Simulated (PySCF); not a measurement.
2-(disilanyl)ethanol (C₂H₁₀OSi₂), SMILES C(O)C[SiH2][SiH3].

Coordinates come from a B3LYP-D3(BJ)/def2-SVP optimisation. The values are those of a single conformer.

Computed with SMD-M06-2X/6-31G* (PySCF).

Solvation free energies are E(SMD) − E(gas) at the gas-phase geometry, for 1 M in both phases. In vacuum the dipole moment is 1.68 D.

| solvent | ΔG(solv) (kcal/mol) | its non-electrostatic (CDS) part | dipole (D) |
|---|---|---|---|
| water | -3.2 | 4.3 | 2.25 |
| ethylethanoate | -4.1 | -1.3 | 1.94 |
| tetrahydrofuran | -4.0 | -1.0 | 1.96 |
